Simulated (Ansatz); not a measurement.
CH2GeO2, SMILES `O=[CH][Ge][OH]` (lower singlet; O–C–Ge–O torsion 0°, C–Ge–O–H torsion 0°) (charge 0, multiplicity 1). This singlet lies 1.46 eV below the relaxed triplet at the level frozen-core CCSD(T)/cc-pVTZ // B3LYP-D3(BJ)/def2-TZVP (Ansatz, a first-principles code).

Cartesian coordinates (Å):
SMILES: [CH](=O)[Ge][OH]
```xyz
6

O     -0.7964     1.0605    -0.2134
C     -0.9725    -0.1222    -0.0252
Ge     0.7697    -1.3672     0.1229
O      1.7902     0.0660    -0.1261
H     -2.0202    -0.4962     0.0597
H      1.2292     0.8591    -0.2347
```
Charge 0, spin multiplicity 1.

Question: Give the natural occupations of the active orbitals, the CASSCF energy and the corrected energy for frozen-core fic-MRCISD+Q@CASSCF(2e,2o)/cc-pVTZ // B3LYP-D3(BJ)/def2-TZVP (Ansatz).

Answer: 
natural occupations: 1.92, 0.08
CASSCF energy: -2264.2497 Ha
corrected energy: -2265.0217 Ha
weight of the reference: 0.865
